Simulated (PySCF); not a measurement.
hexafluorodisilane (F6Si2), singlet, geometry from GFN2-xTB; DF-B3LYP5/STO-3G run with PySCF.

The PySCF input:
```python
from pyscf import gto, scf, dft

mol = gto.M(
    atom='''
F     1.91144099   -0.24336418   -1.23186550
Si    1.11552550   -0.05340670    0.12300950
F     1.76075357    1.23559388    0.77677538
F     1.61318454   -1.24527155    1.03791126
Si   -1.11552550    0.05340670   -0.12300950
F    -1.61318454    1.24527155   -1.03791126
F    -1.76075357   -1.23559388   -0.77677538
F    -1.91144099    0.24336418    1.23186550
''',
    basis='sto-3g',
    verbose=4,
)

mf = dft.RKS(mol)
mf.xc = 'b3lyp5'
mf = mf.density_fit(auxbasis='def2-universal-jkfit')
mf.kernel()
```

Q: Write the output that PySCF gives for this input, abridged.

A: 
```
PySCF version 2.14.0

[INPUT] verbose = 4
[INPUT] num. atoms = 8
[INPUT] num. electrons = 82
[INPUT] charge = 0
[INPUT] spin (= nelec alpha-beta = 2S) = 0
[INPUT] symmetry False subgroup None
[INPUT] Mole.unit = angstrom
[INPUT] Symbol           X                Y                Z      unit          X                Y                Z       unit  Magmom
[INPUT]  1 F      1.911440990000  -0.243364180000  -1.231865500000 AA    3.612099974368  -0.459891648729  -2.327888417300 Bohr   0.0
[INPUT]  2 Si     1.115525500000  -0.053406700000   0.123009500000 AA    2.108037679969  -0.100924036217   0.232454265720 Bohr   0.0
[INPUT]  3 F      1.760753570000   1.235593880000   0.776775380000 AA    3.327342020150   2.334934034389   1.467892728505 Bohr   0.0
[INPUT]  4 F      1.613184540000  -1.245271550000   1.037911260000 AA    3.048476968982  -2.353222180213   1.961368023002 Bohr   0.0
[INPUT]  5 Si    -1.115525500000   0.053406700000  -0.123009500000 AA   -2.108037679969   0.100924036217  -0.232454265720 Bohr   0.0
[INPUT]  6 F     -1.613184540000   1.245271550000  -1.037911260000 AA   -3.048476968982   2.353222180213  -1.961368023002 Bohr   0.0
[INPUT]  7 F     -1.760753570000  -1.235593880000  -0.776775380000 AA   -3.327342020150  -2.334934034389  -1.467892728505 Bohr   0.0
[INPUT]  8 F     -1.911440990000   0.243364180000   1.231865500000 AA   -3.612099974368   0.459891648729   2.327888417300 Bohr   0.0

nuclear repulsion = 620.64786795826
number of shells = 28
number of NR pGTOs = 144
number of NR cGTOs = 48
basis = sto-3g
ecp = {}

******** <class 'pyscf.df.df_jk.DFRKS'> ********
method = DFRKS
initial guess = minao
damping factor = 0
level_shift factor = 0
DIIS = <class 'pyscf.scf.diis.CDIIS'>
diis_start_cycle = 1
diis_space = 8
diis_damp = 0
SCF conv_tol = 1e-09
SCF conv_tol_grad = None
SCF max_cycles = 50
direct_scf = False
XC library pyscf.dft.libxc version 7.1.2
    S. Lehtola, C. Steigemann, M. J. T. Oliveira, and M. A. L. Marques,  SoftwareX 7, 1–5 (2018)
XC functionals = b3lyp5
    P. A. M. Dirac,  Math. Proc. Cambridge Philos. Soc. 26, 376 (1930)
    F. Bloch,  Z. Phys. 57, 545 (1929)
    A. D. Becke,  Phys. Rev. A 38, 3098 (1988)
    C. Lee, W. Yang, and R. G. Parr,  Phys. Rev. B 37, 785 (1988)
    B. Miehlich, A. Savin, H. Stoll, and H. Preuss,  Chem. Phys. Lett. 157, 200 (1989)
    S. H. Vosko, L. Wilk, and M. Nusair,  Can. J. Phys. 58, 1200 (1980)
radial grids:
    Treutler-Ahlrichs [JCP 102, 346 (1995); DOI:10.1063/1.469408] (M4) radial grids

becke partition: Becke, JCP 88, 2547 (1988); DOI:10.1063/1.454033
pruning grids: <function nwchem_prune>
grids dens level: 3
symmetrized grids: False
atomic radii adjust function: <function treutler_atomic_radii_adjust>
small_rho_cutoff = 0
Set gradient conv threshold to 3.16228e-05
Initial guess from minao.
tot grids = 123936
******** <class 'pyscf.df.df.DF'> ********
auxbasis = def2-universal-jkfit
init E= -1163.08003508547
  HOMO = -0.446858845630289  LUMO = -0.0574477316432785  gap/eV = 10.59642
cycle= 1 E= -1161.99750023289  delta_E= 1.08  |g|= 0.936  |ddm|= 3.59
  HOMO = -0.0941663921726202  LUMO = 0.104269094060387  gap/eV = 5.39970
cycle= 2 E= -1161.91430957094  delta_E= 0.0832  |g|= 1.15  |ddm|= 3.55
  HOMO = -0.142576795375731  LUMO = 0.188142055429043  gap/eV = 8.99932
cycle= 3 E= -1162.37743781666  delta_E= -0.463  |g|= 0.0127  |ddm|= 1.95
  HOMO = -0.14885929558844  LUMO = 0.1850609541  gap/eV = 9.08643
cycle= 4 E= -1162.37749833156  delta_E= -6.05e-05  |g|= 0.00179  |ddm|= 0.0235
  HOMO = -0.148797388571439  LUMO = 0.185599638567502  gap/eV = 9.09941
cycle= 5 E= -1162.37749981371  delta_E= -1.48e-06  |g|= 9.85e-05  |ddm|= 0.00442
  HOMO = -0.148790040156732  LUMO = 0.18559616322638  gap/eV = 9.09911
cycle= 6 E= -1162.37749981837  delta_E= -4.66e-09  |g|= 8.87e-06  |ddm|= 0.000214
  HOMO = -0.148790385195389  LUMO = 0.185594786502485  gap/eV = 9.09908
cycle= 7 E= -1162.37749981839  delta_E= -2.05e-11  |g|= 4.74e-06  |ddm|= 2.11e-05
  HOMO = -0.148790380923361  LUMO = 0.185594673314725  gap/eV = 9.09908
Extra cycle  E= -1162.37749981839  delta_E= 1.14e-12  |g|= 5.33e-06  |ddm|= 1.77e-05
converged SCF energy = -1162.37749981839
```
